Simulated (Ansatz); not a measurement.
The same path of Al2Cl2H4O2 (10 atoms, charge 0, multiplicity 1) was run twice with different band settings. Lost on the way: Cl4–Al7, O6–H10. Made: O2–H10.

All numbers below come from RKS B3LYP-D4/def2-SVP in Ansatz.

Relaxed end points:

```xyz
10
Properties=species:S:1:pos:R:3
Al -0.182 0.346 0.609
O -0.571 -0.910 1.685
H -1.095 -1.687 1.474
Cl 2.014 0.339 -0.051
Cl -1.407 0.798 -1.046
O 0.262 1.805 1.633
Al 2.077 2.206 1.383
H 2.884 1.860 2.693
H 2.284 3.487 0.494
H -0.211 1.969 2.460
```

```xyz
10
Properties=species:S:1:pos:R:3
Al 0.284 0.387 0.229
O -0.483 -0.631 1.732
H -1.454 -0.640 1.674
Cl 1.495 -0.971 -0.845
Cl -1.586 0.913 -0.657
O 1.053 1.555 1.217
Al 2.041 2.866 1.664
H 2.250 3.104 3.216
H 2.693 3.787 0.558
H -0.237 -0.156 2.545
```

Common settings: movable images 7; climbing image yes; spring 5.0 eV/Å²; start path through a guess of the saddle point; force threshold 0.05 eV/Å; iteration limit 60; end points relaxed.

| run | optimiser | largest step |
| --- | --- | --- |
| 1 | quadratic models (default) | default |
| 2 | fire | 0.02 Å |

What does each run give, and how far can it be trusted?

Run 1: converged after 26 iterations, highest image 1.087 eV above the first end. A vibrational analysis at the climbing image gives one clearly imaginary mode, 1116i cm⁻¹, and a faint second one (40i cm⁻¹) that may be numerical noise or a soft torsion: probably a first-order saddle point.
Run 2: not converged after 60 iterations, highest image 1.343 eV above the first end. The band didn't meet its force threshold, so its energies are provisional: the largest band force was still 0.10 eV/Å, and over the last iterations the top moved between 1.34 and 1.36 eV.
The orbitals stay closed-shell, which can raise the energy where a bond breaks towards radicals; this wasn't checked here.
